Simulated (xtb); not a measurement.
HgI2, charge +3, doublet, geometry from GFN2-xTB of the parent state (such geometries of metal compounds can be far from the true shape) (a state made from the parent by changing its charge; the spin is typed, not shown lowest); GFN0-xTB (xtb).

Input for xtb:
```
$ xtb mol.xyz --gfn 0 --chrg 3 --uhf 1 --json

# file mol.xyz
3

Hg     0.00000000     0.00000000     0.00000000
I      0.00000000     0.00000000     2.68280601
I     -0.00000000    -0.00000000    -2.68280601
```

What the program printed (banner, timings and long lists left out):

```
   ID    Z sym.   atoms
    1   80 Hg     1
    2   53 I      2, 3

           -------------------------------------------------
          |                Calculation Setup                |
           -------------------------------------------------

           -------------------------------------------------
          |                 G F N 0 - x T B                 |
           -------------------------------------------------

          ...................................................
          :                      SETUP                      :
          :.................................................:
          :  # basis functions                  24          :
          :  # atomic orbitals                  22          :
          :  # shells                            8          :
          :  # electrons                        13          :
          :  electronic temp.          300.0000000     K    :
          :  accuracy                    1.0000000          :
          :  -> integral cutoff          0.2500000E+02      :
          :  -> integral neglect         0.1000000E-07      :
          ...................................................

         :::::::::::::::::::::::::::::::::::::::::::::::::::::
         ::                     SUMMARY                     ::
         :::::::::::::::::::::::::::::::::::::::::::::::::::::
         :: total energy              -0.760785004868 Eh    ::
         :: gradient norm              0.071576907356 Eh/a0 ::
         :: HOMO-LUMO gap              0.000000000000 eV    ::
         ::.................................................::
         :: H0 energy                 -6.754202395910 Eh    ::
         :: repulsion energy           0.014545928201 Eh    ::
         :: electrostat energy         5.979454497382 Eh    ::
         :: -> Gsolv                   0.000000000000 Eh    ::
         ::    -> Gsasa                0.000000000000 Eh    ::
         ::    -> Gshift               0.000000000000 Eh    ::
         :: dispersion energy         -0.000583034541 Eh    ::
         :: short-range corr.          0.000000000000 Eh    ::
         :: add. restraining           0.000000000000 Eh    ::
         :: total charge               3.000000000000 e     ::
         :::::::::::::::::::::::::::::::::::::::::::::::::::::

           -------------------------------------------------
          |                Property Printout                |
[...]
         9                         -0.3024415              -8.2299
        10                         -0.0916146              -2.4930
        11                         -0.0916146              -2.4930
        12                         -0.0470454              -1.2802
        13                         -0.0470454              -1.2802
        14                         -0.0467248              -1.2714
        15                         -0.0467248              -1.2714
        16                         -0.0451565              -1.2288
        17                         -0.0451565              -1.2288
        18                         -0.0425847              -1.1588
       ...                                ...                  ...
        22                          2.3342804              63.5190
      -------------------------------------------------------------
                  HL-Gap            0.0000000 Eh            0.0000 eV
             Fermi-level            0.0000000 Eh            0.0000 eV

     #   Z          covCN         q      C6AA      α(0)
     1  80 Hg       1.763     0.993   217.079    25.689
     2  53 I        0.882     1.003   305.361    30.185
     3  53 I        0.882     1.003   305.361    30.185

 Mol. C6AA /au·bohr⁶  :       2466.620737
 Mol. C8AA /au·bohr⁸  :     232698.548085
 Mol. α(0) /au        :         86.059014

Wiberg/Mayer (AO) data.
largest (>0.10) Wiberg bond orders for each atom

 ---------------------------------------------------------------------------
     #   Z sym  total        # sym  WBO       # sym  WBO       # sym  WBO
 ---------------------------------------------------------------------------
     1  80 Hg   1.797 --     2 I    0.898     3 I    0.898
     2  53 I    0.898 --     1 Hg   0.898
     3  53 I    0.898 --     1 Hg   0.898
 ---------------------------------------------------------------------------

Topologies differ in total number of bonds
Writing topology from bond orders to xtbtopo.mol

 dipole moment from electron density (au)
     X       Y       Z
  -0.0000   0.0000  -0.0000  total (Debye):    0.000

           -------------------------------------------------
          | TOTAL ENERGY               -0.760785004868 Eh   |
          | GRADIENT NORM               0.071576907356 Eh/α |
          | HOMO-LUMO GAP               0.000000000000 eV   |
           -------------------------------------------------

normal termination of xtb
```
